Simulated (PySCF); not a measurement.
CH₈O₃Si₂.

```xyz
14

O     -0.3582     1.6106     0.9949
C     -0.5714     0.6061    -0.0062
Si    -2.1282    -0.3506     0.4926
Si     0.9637    -0.4511    -0.1813
O      2.1659     0.6947     0.0278
O      0.9351    -1.1213    -1.6995
H      0.5542     1.9215     0.8808
H     -0.7695     1.0475    -1.0114
H     -1.9148    -1.0240     1.8083
H     -2.4186    -1.3894    -0.5439
H     -3.2913     0.5771     0.6056
H      1.1463    -1.5230     0.8451
H      3.0202     0.4134     0.3729
H      1.4637    -1.9098    -1.8632
```

Geometry: r2SCAN-D4/def2-SVP. The structure was generated by enumeration; whether it is a known compound was not checked. Other conformers were not sampled.

Computed with PBE0/pcSseg-1 (PySCF). Non-relativistic, no solvent.

Computed absolute GIAO shielding of each atom: isotropic value and principal components (ppm):
```json
[
 {"atom": "O1", "σ(iso)": "334.5", "σ11": "296.9", "σ22": "315.4", "σ33": "391.3", "span": "94.4"},
 {"atom": "C2", "σ(iso)": "136.7", "σ11": "105.6", "σ22": "112.9", "σ33": "191.4", "span": "85.8"},
 {"atom": "Si3", "σ(iso)": "419.8", "σ11": "383.4", "σ22": "411.4", "σ33": "464.7", "span": "81.2"},
 {"atom": "Si4", "σ(iso)": "367.7", "σ11": "339.6", "σ22": "351.4", "σ33": "412.0", "span": "72.4"},
 {"atom": "O5", "σ(iso)": "274.0", "σ11": "233.6", "σ22": "280.9", "σ33": "307.4", "span": "73.8"},
 {"atom": "O6", "σ(iso)": "267.1", "σ11": "225.0", "σ22": "283.1", "σ33": "293.2", "span": "68.2"},
 {"atom": "H7", "σ(iso)": "29.6", "σ11": "17.6", "σ22": "28.7", "σ33": "42.5", "span": "24.9"},
 {"atom": "H8", "σ(iso)": "27.8", "σ11": "25.0", "σ22": "26.3", "σ33": "32.1", "span": "7.1"},
 {"atom": "H9", "σ(iso)": "27.4", "σ11": "24.0", "σ22": "26.0", "σ33": "32.0", "span": "8.0"},
 {"atom": "H10", "σ(iso)": "27.4", "σ11": "23.9", "σ22": "26.0", "σ33": "32.2", "span": "8.3"},
 {"atom": "H11", "σ(iso)": "27.1", "σ11": "23.8", "σ22": "25.0", "σ33": "32.5", "span": "8.7"},
 {"atom": "H12", "σ(iso)": "26.3", "σ11": "23.3", "σ22": "24.3", "σ33": "31.3", "span": "8.0"},
 {"atom": "H13", "σ(iso)": "29.1", "σ11": "22.1", "σ22": "23.0", "σ33": "42.2", "span": "20.1"},
 {"atom": "H14", "σ(iso)": "29.1", "σ11": "22.2", "σ22": "23.0", "σ33": "42.1", "span": "19.9"}
]
```
